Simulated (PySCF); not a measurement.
C4H11Ge, SMILES C(C)([CH2][GeH2])C, doublet, GFN2-xTB optimised geometry. Atoms within 1.6 Å of the plane z = 0.0 Å (x, y, z in Å): C3 (-2.34, -1.33, -1.39), Ge5 (0.60, -0.48, 0.00), H10 (-2.26, -2.41, -1.49), H11 (-2.17, -1.07, -0.34), H15 (2.17, -0.48, 0.00), H16 (0.37, 1.07, 0.00).

Level of theory: unrestricted CAM-B3LYP/def2-TZVP run with PySCF. Cells within 0.4 Å of a nucleus heavier than hydrogen are left out (blank, or x).

Map of the deformation density (molecule minus spherical neutral atoms) (e/bohr³) on the plane z = 0.0 Å:

```
|111111111111111111111111111|
|111111111111111111111111111|
|111111111111111111111111111|
|111111111111111111111111111|
|111111111111111111111111111|
|111111111111111111111111111|
|111111111111111111111111111|
|111111111111111111111111111|
|111111111111111111111111111|
|111111111111111111111111111|
|111111111111139421111111111|
|111111111111247521111111111|
|111111111111134311111111111|
|111111111111120012331111111|
|11111100000011xx03672111111|
|11111100000112xx03662111111|
|111111110011122212321111111|
|111111110011111111111111111|
|111111111111111111111111111|
|111111111111111111111111111|
|111111111111111111111111111|
|111111111111111111111111111|
|111111111111111111111111111|
|111111111111111111111111111|
|111111111111111111111111111|
|111111111111111111111111111|
|111111111111111111111111111|
```
Scale: ten equal steps from -0.014 (start of '0') to 0.076 (end of '9'), in the order '0123456789'; x runs from -4.50 to 4.50, y from -4.50 (bottom) to 4.50 (top).
